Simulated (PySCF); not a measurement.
ClH₃PbSi, SMILES [SiH3][Pb][Cl] (connectivity only; charge and spin as stated), neutral, multiplicity 1.

Coordinates come from a B3LYP-D3(BJ)/def2-SVP optimisation. The def2 effective core potentials stand for the cores of Pb; spin–orbit coupling is left out.

The numbers are results of C-PCM-M06-2X/def2-SVP (PySCF), not measurements.

The values are the electrostatic part of the solvation free energy, E(continuum) − E(gas) at the gas-phase geometry, in a cavity of scaled van der Waals radii (PySCF's table); cavitation and dispersion terms are not included. A continuum can't describe solvent molecules that bind to the metal. In vacuum the orbital gap is 4.97 eV. The dipole moment in vacuum is 4.21 D.

**Question.** Estimate the values in water (ε = 78.36), toluene (ε = 2.37), methanol (ε = 32.61). (Estimate from the structure and the level; the computed values follow.)

**Answer.** 
```json
[
 {"solvent": "water", "ε": "78.36", "ΔG(elec) (kcal/mol)": "-10.0", "dipole (D)": "6.34", "gap (eV)": "5.38"},
 {"solvent": "toluene", "ε": "2.37", "ΔG(elec) (kcal/mol)": "-5.2", "dipole (D)": "5.28", "gap (eV)": "5.19"},
 {"solvent": "methanol", "ε": "32.61", "ΔG(elec) (kcal/mol)": "-9.8", "dipole (D)": "6.29", "gap (eV)": "5.37"}
]
```
